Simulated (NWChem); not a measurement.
**Basis-set convergence for HFOSi**

```xyz
4

Si    -0.6240    -0.0001     0.0000
F      0.4348     1.2580     0.0000
O      0.4303    -1.2773     0.0000
H      1.3812    -1.1021     0.0000
```
Charge 0, spin multiplicity 1.

Everything below was run with NWChem. All single points use one geometry, from PBE0/def2-SVP, a minimum by its harmonic frequencies. It is one conformer; others weren't searched.

Quantity: vertical ionisation energy at the level ΔHF (Δ: difference of total energies, the cation a doublet at the parent's geometry with its hole in an orbital of symmetry a' (Cs labels); it is the state that the SCF runs reached, from PBE0 orbitals for Hartree-Fock references, and need not be the lowest).

The Pople sets run with spherical d functions. The structure started from a generated list of species. The stability of the SCF solutions was not checked. Open-shell Hartree-Fock references start from PBE0 orbitals; any time given for them includes that run.

Relative cost: rough, from shared machines, SCF included, 6-31G* = 1.

| basis | functions | vertical ionisation energy (eV) | relative cost |
|---|---|---|---|
| 6-31G* | 48 | ? | 1 |
| def2-SVP | 51 | 9.60 | under 3 |
| 6-31+G* | 60 | 9.71 | under 3 |
| 6-311G** | 68 | ? | under 3 |
| def2-TZVP | 105 | 9.58 | under 3 |
| cc-pVTZ | 108 | 9.57 | 4 |
| pcseg-2 | 108 | ? | 3 |
| def2-TZVPP | 118 | 9.58 | 4 |
| aug-cc-pVTZ | 165 | 9.61 | 20 |
| cc-pVQZ | 199 | 9.59 | 70 |

**Question.** Complete the blanks.

**Answer.** 
- 6-31G*, vertical ionisation energy (eV): 9.55
- 6-311G**, vertical ionisation energy (eV): 9.66
- pcseg-2, vertical ionisation energy (eV): 9.62
